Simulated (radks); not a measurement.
Polarisability of the carbon ion C4+, [He], at imaginary frequency. Calculated with a radial shooting solver on a logarithmic mesh with Libxc functionals: scalar-relativistic Kohn-Sham, exchange-only LDA, spin-unpolarised, spherical densities, finite nucleus; Fermi nuclear charge, rms radius 2.4702 fm. Response by self-consistent Sternheimer equations with the Hartree and adiabatic exchange-only LDA kernel, the relativistic mass of each level held fixed and spin-orbit coupling left out.

| w (hartree) | alpha1(iw) (bohr^3) | alpha2(iw) (bohr^5) |
|---|---|---|
| 0.00266 | 0.009477 | 0.001161 |
| 0.0143 | 0.009477 | 0.001161 |
| 0.0360 | 0.009477 | 0.001161 |
| 0.0697 | 0.009477 | 0.001161 |
| 0.118 | 0.009477 | 0.001161 |
| 0.186 | 0.009475 | 0.001161 |
| 0.280 | 0.009472 | 0.001160 |
| 0.413 | 0.009467 | 0.001160 |
| 0.605 | 0.009454 | 0.001159 |
| 0.892 | 0.009428 | 0.001157 |
| 1.35 | 0.009365 | 0.001152 |
| 2.12 | 0.009204 | 0.001140 |
| 3.59 | 0.008737 | 0.001103 |
| 6.94 | 0.007236 | 0.0009735 |
| 17.5 | 0.003375 | 0.0005452 |

Static values: alpha1 = 0.009477 bohr^3 (0.001404 angstrom^3; uncoupled 0.009838), alpha2 = 0.001161 bohr^5, alpha3 = 0.0003608 bohr^7. C6 = 0.0008697, C8 = 0.0005989, triple-dipole C9 = 6.067e-06 atomic units. One-pole (London) frequency 4 C6 / (3 alpha1^2) = 12.910 hartree, against 12.947 for minus the highest occupied eigenvalue.
